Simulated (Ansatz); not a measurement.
CH$_{4}$BBrOSi (`B[SiH](Br)C=O`). Total charge 0; spin multiplicity 1.

```tsv
atom	x (Å)	y (Å)	z (Å)
B1	0.4223	-1.6180	-0.3790
Si2	-0.6000	0.0995	-0.2771
Br3	-0.8971	1.1165	-2.2393
C4	0.3329	1.3574	0.8675
O5	0.5626	1.0814	2.0131
H6	0.7126	-2.1300	-1.4156
H7	0.7554	-2.1344	0.6449
H8	-1.9349	-0.1119	0.3436
H9	0.6462	2.3395	0.4419
```

Q: What are the harmonic wavenumbers in cm⁻¹ at PBE0-D4/def2-TZVP (Ansatz, finite differences of forces, unscaled)? (Best estimate.)

A: The calculation gave: 65, 86, 104, 148, 182, 302, 428, 578, 610, 636, 694, 761, 899, 916, 1151, 1359, 1783, 2215, 2604, 2703, 2851.

Q: Is this a minimum?

A: Yes, all 21 modes are real.

Q: Give the ideal-gas thermochemistry at 298.15 K and 1 bar (rigid rotor, harmonic oscillator; point group C1, symmetry number 1).

A: Zero-point energy 126.0 kJ/mol; H(298) − E = 149.2 kJ/mol; entropy 377.9 J/(mol·K), of which translation 171.4, rotation 118.9, vibration 87.7; G(298) − E = 36.5 kJ/mol. Modes under 100 cm⁻¹ are hindered rotations or soft bends, so the harmonic entropy is rough.

Q: And at 400, 500, 600, 800 and 1000 K?

A: 
| T (K) | H − E (kJ/mol) | S (J/mol/K) | G − E (kJ/mol) |
| --- | --- | --- | --- |
| 400 | 161.4 | 413.0 | -3.8 |
| 500 | 174.7 | 442.8 | -46.6 |
| 600 | 189.1 | 469.0 | -92.3 |
| 800 | 220.4 | 513.8 | -190.7 |
| 1000 | 254.1 | 551.4 | -297.3 |
